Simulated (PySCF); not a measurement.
Species: C3H2BF2N.
SMILES with atom numbers: `[H]/[N:1]=[CH:2]\[C:3]#[C:4][B:5]([F:6])[F:7]` (hydrogens: H8 on N1; H9 on C2)

Method: PBE0-D3(BJ)/def2-SVP geometry optimisation, gas phase (PySCF 2.14.0); density fitting, grid level 1; the optimiser is geomeTRIC in internal coordinates, started from a GFN2-xTB structure with every atom displaced at random (about 0.01 Å).

Step 0: E = -10724.7567 eV
```
atom  x, y, z in Å  |  force x, y, z in eV/Å
N1      2.6735   -0.2455    0.2312   -0.384   0.843   0.879
C2      1.6425    0.3000    0.7676    0.789  -0.256  -0.003
C3      0.2797    0.1926    0.3285    7.079   0.691   2.348
C4     -0.7902    0.0582   -0.0962   -7.661  -0.944  -2.815
B5     -2.2381   -0.1110   -0.6243    0.397   0.004   0.328
F6     -3.0307   -1.0780   -0.2246    0.161  -0.273   0.215
F7     -2.7553    0.7249   -1.4855    0.103   0.413  -0.337
H8      2.4675   -0.7695   -0.6097   -0.426  -0.309  -0.401
H9      1.8072    0.9107    1.6805   -0.058  -0.171  -0.215
```

Step 1: E = -10724.9760 eV
```
atom  x, y, z in Å  |  force x, y, z in eV/Å
N1      2.7527   -0.1736    0.2426   -0.454  -0.063  -0.020
C2      1.6589    0.2584    0.7395    0.379   0.113   0.053
C3      0.3231    0.0691    0.2632   -1.060   0.240  -0.007
C4     -0.8727    0.0623   -0.0302    1.216  -0.243  -0.005
B5     -2.2776   -0.0834   -0.5942   -0.085   0.057  -0.075
F6     -3.0704   -1.0467   -0.1800   -0.098   0.075  -0.050
F7     -2.7089    0.7411   -1.5267   -0.056  -0.105   0.145
H8      2.5420   -0.7403   -0.5888    0.116   0.009  -0.001
H9      1.7089    0.8956    1.6422    0.041  -0.082  -0.039
```

Step 2: E = -10724.9943 eV
```
atom  x, y, z in Å  |  force x, y, z in eV/Å
N1      2.7104   -0.1925    0.2184    0.165   0.055   0.125
C2      1.6680    0.2883    0.7683   -0.008  -0.270  -0.341
C3      0.3321    0.0958    0.2877   -0.521   0.425   0.349
C4     -0.8477    0.0556   -0.0342    0.266  -0.373  -0.246
B5     -2.2550   -0.1079   -0.6089   -0.070   0.205   0.109
F6     -3.0768   -1.0494   -0.2015    0.087  -0.023   0.024
F7     -2.6925    0.7261   -1.5266    0.019  -0.002  -0.026
H8      2.4589   -0.7419   -0.6123   -0.003   0.037   0.059
H9      1.7587    0.9087    1.6767    0.066  -0.054  -0.053
```

Q: Estimate the geometry and energy of step 3. (The exact step hangs on the optimiser's Hessian estimate; all steps are aligned on step 2, rigid shifts and turns removed.)

A: E = -10725.0116 eV, largest force 0.737 eV/Å
```
atom  x, y, z in Å  |  force x, y, z in eV/Å
N1      2.7233   -0.1948    0.2406    0.149  -0.019  -0.087
C2      1.6645    0.2850    0.7520   -0.118  -0.121   0.042
C3      0.3149    0.1177    0.2893    0.471   0.217   0.229
C4     -0.8498    0.0513   -0.0537   -0.553  -0.294  -0.389
B5     -2.2686   -0.1054   -0.6114    0.011   0.155   0.178
F6     -3.0867   -1.0450   -0.1939    0.089  -0.062   0.051
F7     -2.7234    0.7269   -1.5197    0.057   0.068  -0.081
H8      2.5198   -0.7432   -0.6014   -0.092  -0.016  -0.008
H9      1.7621    0.8901    1.6658   -0.016   0.073   0.065
```

The energy changes by -0.0173 eV. The first-order estimate −F·Δx gives -0.0377 eV and the mean of the old and new forces, exact on a quadratic surface, -0.0169 eV. The step makes an angle of 67° with the force vector and moves no atom by more than 0.062 Å.

The cost below is that of the whole optimisation. On Arm Neoverse N1, one thread, no GPU, shared host, this took 70 s wall and 0.43 GiB of memory at its peak.
